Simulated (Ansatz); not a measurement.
Breaking the B1–O2 bond in BO (multiplicity 2 held). Energies count from the point at 1.202 Å.


R- and RO- levels are restricted; in cc, def2 and unpolarised 6-31G sets they are followed outwards from rest. Unrestricted levels (U-) break spin symmetry where that is lower. Curves can end on different states.

Programs: Ansatz (Gaussian basis) for Hartree–Fock, density functionals and correlated methods. Each number belongs to the level named beside it.

Energies in kcal/mol.

```
R (Å)  U-HF/cc-pVTZ  RO-r2SCAN/cc-pVTZ  RO-B3LYP/cc-pVTZ  U-B3LYP/cc-pVTZ  RO-wB97X-V/cc-pVTZ
-----  ------------  -----------------  ----------------  ---------------  ------------------
0.962          95.2              105.8             103.3            103.4               105.5
1.082          14.6               20.6              19.5             19.5                20.1
1.202           0.0                0.0               0.0              0.0                 0.0
1.322          17.2               10.5              11.4             11.3                11.4
1.442          48.0               34.7              36.1             35.8                36.7
1.623          69.4               77.7              78.9             77.9                81.0
1.803          93.0              116.5             115.8            105.2               118.1
2.104         123.4              159.7             156.4            135.8               158.5
2.404         131.3              186.2             182.5            159.7               187.3
2.765         132.8              206.3             203.6            175.9               213.2
3.246         133.1              221.2             220.3            185.6               236.8
3.847         133.1              229.8             230.9            190.9               254.7
4.808         133.3              234.9             238.5            193.7               270.2
```

Doubts at one or more of the structures used: a spin-contaminated determinant (U-HF/cc-pVTZ, U-B3LYP/cc-pVTZ); a restricted determinant that unrestricted orbitals would lower (RO-r2SCAN/cc-pVTZ, RO-B3LYP/cc-pVTZ, RO-wB97X-V/cc-pVTZ).

Ansatz is a quantum-chemistry and plane-wave program.
